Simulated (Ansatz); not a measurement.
`[CH3][GaH][NH2]` + H₂Se → `[NH2][GaH][SeH]` + CH₄ at 500 K and 1 bar (ligand exchange at a Ga–C bond).

Calculated with Ansatz (gas phase, PBE0-D4/def2-TZVP geometries, no zero-point term in ΔE). CCSD(T)/CBS is the MP2 limit (def2-TZVPP, def2-QZVPP) plus CCSD(T) − MP2 in def2-TZVPP, frozen cores. This one scheme is used for every species. For Ga, Se outer-core shells are correlated without core-valence functions, which leaves a few kJ/mol of doubt a bond. Scalar relativity is left out up to krypton. One conformer a species, not always the lowest.

```csv
species,CCSD(T)/CBS energy (Eh),H − E (kJ/mol),S (J/(mol·K))
`[CH3][GaH][NH2]`,-2020.32995,218.2,375.3
H₂Se,-2401.89790,53.1,237.8
`[NH2][GaH][SeH]`,-4381.81164,145.0,385.1
CH₄,-40.46206,135.6,206.8
```

H − E and S are ideal-gas, rigid-rotor, harmonic terms from PBE0-D4/def2-TZVP, for one conformer and one mirror image of each species. 1 Eh = 2625.50 kJ/mol, R = 8.31446 J/(mol·K).

**Question.** By hand: ΔE, ΔH, ΔS and ΔG.

**Answer.** ΔE = (-4381.81164) + (-40.46206) − (-2020.32995) − (-2401.89790) = -0.04585 Eh = -120.4 kJ/mol. Δ(H − E) = 145.0 + 135.6 − 218.2 − 53.1 = 9.3, so ΔH = -111.1 kJ/mol. ΔS = 385.1 + 206.8 − 375.3 − 237.8 = -21.2 J/(mol·K). ΔG = -111.1 − 500 × (-21.2)/1000 = -100.5 kJ/mol.

**Question.** By hand: the equilibrium constant, and the temperature at which ΔG would vanish if ΔH and ΔS stayed fixed.

**Answer.** log₁₀ K = −ΔG/(RT ln 10) = 10.5. ΔG = 0 at ΔH/ΔS = 5241 K, far beyond where these terms or the molecules hold.

ΔH outweighs TΔS. A doubt of 5 kJ/mol in ΔE shifts log₁₀ K by 0.5 here. Other conformers and mirror images would add mixing entropy, several J/(mol·K) or more a flexible species. Modes under 60 cm⁻¹, often nearly free rotors, make the harmonic entropy too high. These are equilibria of isolated gas molecules and say nothing of rates. Largest T1 diagnostic: 0.013 (customary marks: 0.02 for closed shells, 0.045 for open ones).
